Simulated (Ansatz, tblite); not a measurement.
(CdS)n off: gap (eV) at several levels, gas phase, relaxed structures; Ansatz, xTB through tblite. Clusters are the lowest isomers that short searches found in that spin, judged at the geometry's level. Core potentials for Cd in the def2 sets, no spin–orbit coupling. The structures are stationary points that may keep the symmetry of their start.

```
species    state         geometry  GFN1-xTB  GFN2-xTB  PBE-D4/def2-SVP  PBE-D4/def2-TZVP  r2SCAN-D4/def2-TZVP  PBE0-D4/def2-SVP
  Cd3S4  singlet  PBE-D4/def2-SVP      2.43      1.92             2.43              2.45                 2.80              4.18
  Cd4S5  singlet  PBE-D4/def2-SVP      2.12      1.67             1.25              1.31                 1.64              2.92
  Cd6S5  singlet  PBE-D4/def2-SVP      1.36      1.26             0.94              0.95                 0.97              1.67
```

Over the 3 species that have every level, the mean is 1.97 at GFN1-xTB, 1.62 at GFN2-xTB, 1.54 at PBE-D4/def2-SVP, 1.57 at PBE-D4/def2-TZVP, 1.80 at r2SCAN-D4/def2-TZVP, 2.93 at PBE0-D4/def2-SVP. Orbital gaps grow with the share of exact exchange and aren't one observable across functionals.
